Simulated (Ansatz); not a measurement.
Steps of a relaxation of C2H9ClSi2 (`[SiH3]CC[SiH2]Cl`) with RKS PBE0-D4/def2-TZVP.

```sh
$ ansatz run in.yaml --threads 2 --pin off --events-out ev --progress --plain --max-ram 22528MiB --backend cuda --devices 0, --max-vram 18GiB
```

```yaml
crystal:
  periodic: [false, false, false]
  atoms:
    - {symbol: Si, position_ang: [-0.392134, -0.824883, 1.719661]}
    - {symbol: C, position_ang: [0.973069, -0.141863, 0.583213]}
    - {symbol: C, position_ang: [0.688345, -0.179790, -0.931211]}
    - {symbol: Si, position_ang: [-0.752267, 0.887823, -1.533061]}
    - {symbol: Cl, position_ang: [-0.564701, 2.802700, -0.708809]}
    - {symbol: H, position_ang: [-1.635624, 0.021388, 1.651527]}
    - {symbol: H, position_ang: [-0.758871, -2.230366, 1.312536]}
    - {symbol: H, position_ang: [0.099685, -0.842273, 3.142088]}
    - {symbol: H, position_ang: [1.171434, 0.904753, 0.903250]}
    - {symbol: H, position_ang: [1.900167, -0.712590, 0.812306]}
    - {symbol: H, position_ang: [0.478023, -1.218549, -1.276931]}
    - {symbol: H, position_ang: [1.584528, 0.151027, -1.501791]}
    - {symbol: H, position_ang: [-2.087925, 0.342162, -1.113259]}
    - {symbol: H, position_ang: [-0.716628, 1.011360, -3.030716]}
basis:
  gaussian: {orbitals: def2-TZVP}
hamiltonian: {xc: pbe0, dispersion: d4}
relax: {f_tol: 0.005, max_steps: 150}
```

Positions (Å) and forces (eV/Å) along the path, 8 of 8 steps:

```xyz
14
step=1 energy=-30488.5217 eV
Si   -0.392   -0.825    1.720    0.017    0.005   -0.065
C     0.973   -0.142    0.583    0.190    0.104    0.199
C     0.688   -0.180   -0.931    0.070   -0.099   -0.249
Si   -0.752    0.888   -1.533    0.070    0.050    0.088
Cl   -0.565    2.803   -0.709   -0.067   -0.486   -0.236
H    -1.636    0.021    1.652    0.272   -0.178    0.009
H    -0.759   -2.230    1.313    0.089    0.310    0.086
H     0.100   -0.842    3.142   -0.097    0.002   -0.306
H     1.171    0.905    0.903   -0.082   -0.511   -0.154
H     1.900   -0.713    0.812   -0.442    0.272   -0.129
H     0.478   -1.219   -1.277    0.085    0.498    0.189
H     1.585    0.151   -1.502   -0.411   -0.150    0.283
H    -2.088    0.342   -1.113    0.311    0.163   -0.072
H    -0.717    1.011   -3.031   -0.004    0.020    0.357
14
step=2 energy=-30488.5726 eV
Si   -0.391   -0.819    1.704    0.078    0.035   -0.038
C     0.970   -0.139    0.583    0.013    0.008    0.098
C     0.685   -0.181   -0.923   -0.033   -0.018   -0.131
Si   -0.748    0.874   -1.522    0.074    0.015    0.037
Cl   -0.573    2.770   -0.722    0.000   -0.030   -0.011
H    -1.621    0.021    1.633    0.063   -0.046    0.002
H    -0.750   -2.211    1.298    0.019    0.074    0.012
H     0.097   -0.838    3.112   -0.036   -0.004   -0.062
H     1.171    0.895    0.900   -0.028   -0.152   -0.045
H     1.886   -0.707    0.807   -0.130    0.077   -0.035
H     0.475   -1.210   -1.257    0.038    0.138    0.058
H     1.573    0.143   -1.488   -0.129   -0.044    0.075
H    -2.073    0.351   -1.095    0.084   -0.004   -0.040
H    -0.712    1.020   -3.003   -0.012   -0.051    0.080
14
step=3 energy=-30488.5771 eV
Si   -0.387   -0.816    1.700    0.016    0.008   -0.026
C     0.965   -0.138    0.582   -0.011   -0.016    0.028
C     0.680   -0.178   -0.922   -0.024    0.042   -0.001
Si   -0.743    0.880   -1.515    0.009   -0.050   -0.002
Cl   -0.569    2.774   -0.717   -0.003   -0.007   -0.012
H    -1.615    0.019    1.628   -0.015    0.008    0.003
H    -0.743   -2.202    1.291   -0.005   -0.016   -0.004
H     0.093   -0.838    3.107    0.003   -0.002    0.011
H     1.168    0.890    0.899    0.011    0.021    0.005
H     1.876   -0.705    0.802    0.022   -0.011    0.005
H     0.469   -1.202   -1.253   -0.014   -0.009   -0.009
H     1.563    0.143   -1.485    0.028   -0.001   -0.002
H    -2.058    0.342   -1.096   -0.020    0.012    0.017
H    -0.712    1.003   -2.992    0.003    0.019   -0.014
14
step=4 energy=-30488.5775 eV
Si   -0.387   -0.816    1.699    0.005    0.003   -0.002
C     0.967   -0.138    0.584   -0.007   -0.003    0.014
C     0.681   -0.176   -0.920   -0.005    0.012   -0.009
Si   -0.744    0.877   -1.516    0.006   -0.008    0.003
Cl   -0.571    2.773   -0.723   -0.001    0.009   -0.001
H    -1.615    0.019    1.628   -0.002    0.001    0.000
H    -0.744   -2.203    1.289   -0.001   -0.002   -0.004
H     0.092   -0.839    3.106   -0.001   -0.003    0.003
H     1.171    0.890    0.901    0.003    0.004   -0.001
H     1.877   -0.707    0.803    0.004   -0.002   -0.002
H     0.468   -1.201   -1.252   -0.002   -0.008   -0.003
H     1.565    0.143   -1.483    0.003    0.000   -0.001
H    -2.061    0.344   -1.093   -0.001    0.000    0.003
H    -0.713    1.004   -2.994   -0.001   -0.004   -0.002
14
step=5 energy=-30488.5777 eV
Si   -0.387   -0.818    1.699    0.006   -0.002   -0.002
C     0.967   -0.136    0.586   -0.002   -0.001    0.004
C     0.682   -0.174   -0.919   -0.003    0.005   -0.003
Si   -0.744    0.876   -1.517   -0.001   -0.007   -0.007
Cl   -0.570    2.778   -0.738    0.004    0.009    0.003
H    -1.611    0.024    1.640   -0.009    0.003    0.000
H    -0.752   -2.199    1.277   -0.001   -0.002   -0.004
H     0.096   -0.857    3.105    0.000   -0.001    0.003
H     1.168    0.892    0.904    0.004    0.006    0.001
H     1.879   -0.702    0.806    0.002   -0.003   -0.001
H     0.471   -1.199   -1.250   -0.003   -0.002    0.000
H     1.567    0.145   -1.481   -0.002    0.003    0.001
H    -2.061    0.348   -1.088    0.003   -0.004    0.007
H    -0.716    0.993   -2.995    0.002   -0.004   -0.002
14
step=6 energy=-30488.5778 eV
Si   -0.388   -0.820    1.698    0.000   -0.008    0.002
C     0.966   -0.132    0.590    0.004    0.007   -0.009
C     0.683   -0.170   -0.916    0.005   -0.011   -0.001
Si   -0.744    0.875   -1.518    0.000   -0.002   -0.002
Cl   -0.564    2.784   -0.761    0.001    0.002   -0.002
H    -1.607    0.031    1.654   -0.004   -0.001    0.001
H    -0.763   -2.193    1.257    0.002    0.005    0.000
H     0.098   -0.884    3.102   -0.003    0.001   -0.005
H     1.163    0.897    0.908    0.002   -0.001    0.000
H     1.880   -0.695    0.809   -0.004   -0.002    0.001
H     0.475   -1.196   -1.248    0.000    0.005    0.005
H     1.569    0.150   -1.477   -0.006    0.004    0.003
H    -2.059    0.352   -1.074    0.005    0.000    0.001
H    -0.723    0.972   -2.998   -0.003    0.000    0.005
14
step=7 energy=-30488.5779 eV
Si   -0.389   -0.822    1.697   -0.004   -0.005    0.004
C     0.966   -0.131    0.591    0.001    0.007   -0.006
C     0.684   -0.169   -0.915    0.005   -0.004    0.000
Si   -0.744    0.874   -1.517   -0.005    0.004   -0.005
Cl   -0.559    2.789   -0.774    0.001   -0.005    0.001
H    -1.607    0.030    1.657    0.002   -0.001    0.000
H    -0.765   -2.192    1.249    0.002    0.003    0.001
H     0.096   -0.891    3.101   -0.001    0.001   -0.003
H     1.163    0.898    0.911    0.001   -0.002    0.000
H     1.880   -0.694    0.811   -0.002   -0.002    0.003
H     0.478   -1.194   -1.247    0.000    0.002    0.002
H     1.570    0.154   -1.475   -0.001    0.002    0.001
H    -2.056    0.354   -1.063    0.002    0.002    0.001
H    -0.731    0.963   -2.997   -0.001   -0.002    0.003
14
step=8 energy=-30488.5779 eV
Si   -0.390   -0.822    1.696   -0.002    0.000    0.001
C     0.966   -0.130    0.591   -0.002    0.003   -0.002
C     0.686   -0.168   -0.914    0.000   -0.002   -0.001
Si   -0.744    0.874   -1.516   -0.003    0.002    0.004
Cl   -0.554    2.790   -0.778    0.001   -0.001   -0.003
H    -1.609    0.029    1.657    0.001   -0.002    0.000
H    -0.764   -2.192    1.245    0.000    0.000    0.000
H     0.095   -0.893    3.100    0.001    0.000   -0.001
H     1.163    0.899    0.912    0.000   -0.001    0.000
H     1.879   -0.693    0.812    0.001   -0.001    0.002
H     0.480   -1.193   -1.247    0.001   -0.001    0.000
H     1.570    0.157   -1.474    0.001    0.001   -0.001
H    -2.055    0.357   -1.056    0.000   -0.001   -0.001
H    -0.736    0.957   -2.997    0.001    0.002    0.001
```

Hardware: 2 threads of an AMD EPYC 7R13 on a shared host and a share of an NVIDIA H100 80 GB. Wall time 17 s, peak host memory 0.91 GiB.
